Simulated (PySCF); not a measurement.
C₂H₃Cl₂FSi, SMILES F/C(=C/Cl)[SiH2]Cl.

Coordinates come from a PBE-D3(BJ)/def2-SVP optimisation. The structure was generated by enumeration; whether it is a known compound was not checked. The values are those of a single conformer.

All values below come from PySCF with PBE-D3(BJ)/def2-SVP.

Frequencies are harmonic and unscaled.

```
mode  ν (cm⁻¹)  IR (km/mol)  moving atoms (share of kinetic energy)
----  --------  -----------  --------------------------------------
1           19          0.2                 Cl 72 %, F 13 %, Si 8 %
2          111          0.4                Cl 51 %, Si 19 %, F 16 %
3          154          3.9        Si 40 %, Cl 32 %, H 13 %, C 10 %
4          238          1.2         C 54 %, F 20 %, Cl 13 %, H 12 %
5          298          7.6         F 50 %, Si 17 %, C 16 %, H 13 %
6          393          1.1         C 41 %, Cl 24 %, H 17 %, F 15 %
7          434          9.6          C 49 %, Cl 18 %, F 18 %, H 9 %
8          532         46.2                Si 40 %, Cl 32 %, C 17 %
9          566         25.9        H 37 %, Si 30 %, F 14 %, Cl 13 %
10         595         45.1                 H 34 %, C 32 %, Si 28 %
11         690          2.5                                  H 96 %
12         797         25.2                          H 68 %, C 31 %
13         830        213.2                                  H 83 %
14         889         79.2                 C 52 %, H 27 %, Cl 12 %
15         904         82.2                                  H 90 %
16        1128         96.5                  C 43 %, H 33 %, F 23 %
17        1218         20.6                          C 47 %, H 46 %
18        1606          8.6                                  C 96 %
19        2198         72.2                                  H 98 %
20        2212         74.0                                  H 95 %
21        3132          5.4                           H 91 %, C 9 %
```
